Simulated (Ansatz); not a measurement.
Energy difference R1 + R2 → 2 P1, each structure at its B3LYP-D3(BJ)/def2-TZVP stationary point, reached from a drawn start (curvature not checked).
R1: Br2 (SMILES BrBr), charge 0, multiplicity 1.
R2: I2 (SMILES II), charge 0, multiplicity 1.
P1: BrI (SMILES BrI), charge 0, multiplicity 1.

P less R. No zero-point or thermal terms; no spin–orbit coupling.

Correlated levels freeze the cores. In cc and def2 sets filled d and f shells under p-block atoms count as core.

Codes used: Ansatz (an electronic-structure program) with Gaussian orbitals. No computed number here is a measurement. Elements past Kr take the def2 small-core potentials, without spin–orbit coupling.

Total energies in hartree:

| structure | PBE/def2-TZVPP | r2SCAN/def2-TZVPP | CCSD(T)/def2-QZVPP |
|---|---|---|---|
| R1 | -5147.532760 | -5148.269499 | -5145.323180 |
| R2 | -595.411927 | -595.663840 | -593.698551 |
| P1 | -2871.474077 | -2871.968579 | -2869.512783 |

**Question.** Work out the reaction energy at each level in meV (1 hartree = 27211.38625 meV), and say how far PBE/def2-TZVPP lies from CCSD(T)/def2-QZVPP.

**Answer.** 
- PBE/def2-TZVPP: 2 × (-2871.474077) − (-5147.532760) − (-595.411927) = -0.003467 hartree = -94.3 meV
- r2SCAN/def2-TZVPP: 2 × (-2871.968579) − (-5148.269499) − (-595.663840) = -0.003819 hartree = -103.9 meV
- CCSD(T)/def2-QZVPP: 2 × (-2869.512783) − (-5145.323180) − (-593.698551) = -0.003835 hartree = -104.4 meV
PBE/def2-TZVPP less CCSD(T)/def2-QZVPP: 10.1 meV. CCSD(T)/def2-QZVPP is the level counted from, the highest shown, and no exact or measured value.
